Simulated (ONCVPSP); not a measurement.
## What one change does to a pseudopotential (tin (Sn), ONCV)

| Item | Value |
| --- | --- |
| Element | Sn (Z = 50) |
| Generator | ONCVPSP 4.0.1 |
| Type | optimised norm-conserving Vanderbilt (ONCV) |
| Functional | PBEsol |
| Relativity | fully relativistic |
| Frozen core | [Ar] 3d10 |
| Valence charge | 22 |
| Reference configuration | 4s2 4p6 4d10 5s2 5p1.75 (charge +0.25) |
| Partial waves | 4s+5s: rc 1.20 bohr, ncon 4, nbas 8, qcut 8.2 1/bohr, 3 projectors, debl 0.5 Ha; 4p+5p: rc 1.25 bohr, ncon 3, nbas 6, qcut 10.7 1/bohr, 2 projectors; 4d: rc 1.00 bohr, ncon 4, nbas 8, qcut 8.8 1/bohr, 1 projector |
| Local potential | polynomial inside 0.65 bohr (lpopt 5, dvloc0 6 Ha) |
| Core correction | polynomial model core, fcfact 0.25 |

Open shells are filled in proportion to 2j + 1.

All-electron outer shells of the reference configuration (PBEsol, scalar-relativistic, ld1.x):

```
shell  level (eV)  outermost node (bohr)  outermost maximum (bohr)
   3p     -700.32                   0.14                      0.30
   3d     -475.23                      –                      0.25
   4s     -135.58                   0.40                      0.74
   4p      -91.40                   0.41                      0.79
   4d      -27.62                   0.39                      0.88
   5s      -12.30                   0.98                      2.01
   5p       -5.24                   1.09                      2.52
```

Change: s: rc 1.46.

Cutoffs: the cutoffs (Ha) at which the residual kinetic energy of the hardest occupied pseudo-wave falls to 1 and 0.1 mHa per electron; they do not see the model core or the augmentation charge, which bear on the density cutoff. Errors are all-electron minus pseudo energies relative to the spin-unpolarised reference configuration.

How do hardness, ghosts and transferability respond?

The potential gets neither clearly harder nor softer (63 Ha and 208 Ha → 63 Ha and 208 Ha); the bound ghost in s disappears; of the 4 tests that both files solve, the error grows in 1 and shrinks in 0 by more than 15 % and 0.3 meV (median size 0.6 → 0.6 meV).

| quantity | base | changed |
| --- | --- | --- |
| cutoff, loose | 63 Ha | 63 Ha |
| cutoff, tight | 208 Ha | 208 Ha |
| loose cutoff by channel | s 32 Ha, p 37 Ha, d 63 Ha | s 25 Ha, p 37 Ha, d 63 Ha |
| bound ghosts | s | none |
| GHOST(+) flags under 300 eV | none | s at 223.0 eV |
| error for 4s2 4p6 4d10 5s2 5p2, meV [ΔE -1.12 eV] | -0.1 | -0.1 |
| error for 4s2 4p6 4d10 5s2 5p1, meV [ΔE 5.79 eV] | +0.3 | +0.3 |
| error for 4s2 4p6 4d10 5s2 5p0, meV [ΔE 19.78 eV] | +0.9 | +1.0 |
| error for 4s1 4p6 4d10 5s2 5p2, meV [ΔE 140.83 eV] | -131 | -373 |
| p3/2: phases at 1.27 bohr within 0.05 rad from the reference energy up to (Ha; the scan ends near 5) | to the end of the scan | to the end of the scan |
| p1/2: phases at 1.27 bohr within 0.05 rad from the reference energy up to (Ha; the scan ends near 5) | to the end of the scan | to the end of the scan |
| d5/2: phases at 1.01 bohr within 0.05 rad from the reference energy up to (Ha; the scan ends near 5) | to the end of the scan | to the end of the scan |
| d3/2: phases at 1.01 bohr within 0.05 rad from the reference energy up to (Ha; the scan ends near 5) | to the end of the scan | to the end of the scan |
| rms error of d²Exc/dni dnj with the model core, mHa | 3.32 | 3.21 |

 A true bound ghost makes a file unfit for plane-wave use even where its test errors are small: the radial tests pick states by their node count and pass the ghost by.
